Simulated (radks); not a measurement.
Task: Ionisation of neutral helium, [He], to 1s1 as the strength of local exchange is varied. Calculated with a radial shooting solver on a logarithmic mesh with Libxc functionals: Dirac Kohn-Sham, Slater X-alpha exchange (alpha = 2/3 is LDA exchange), no correlation, spin-unpolarised, spherical densities, point nucleus.

| alpha | E(He) (hartree) | exchange (hartree) | IE (eV) | -e of the level emptied (eV) | <r> of it (bohr) |
|---|---|---|---|---|---|
| 0.667 | -2.72419 | -0.85335 | 24.958 | 14.073 (1s1/2) | 0.9719 |
| 0.691 | -2.75500 | -0.89005 | 25.403 | 14.470 (1s1/2) | 0.9644 |
| 0.698 | -2.76403 | -0.90084 | 25.533 | 14.587 (1s1/2) | 0.9622 |
| 0.716 | -2.78732 | -0.92873 | 25.870 | 14.888 (1s1/2) | 0.9567 |
| 0.809 | -2.90951 | -1.07657 | 27.646 | 16.491 (1s1/2) | 0.9294 |
| 1.002 | -3.17307 | -1.40318 | 31.519 | 20.048 (1s1/2) | 0.8777 |
| 1.006 | -3.17868 | -1.41023 | 31.602 | 20.125 (1s1/2) | 0.8767 |
| ? | -3.00084 | -1.18860 | 28.982 | 17.709 (1s1/2) | 0.9104 |

Which alpha was used in the last row?

Result: alpha = 0.877. NIST Atomic Spectra Database: 24.587 eV (measured). The central value is not met in this range of alpha. Spin polarisation and multiplet splitting are left out, so open shells lie too high by an amount that depends on their filling.

Beside tabulated values, note that spin-unpolarised runs miss the spin-polarisation part of the exchange energy of open shells.
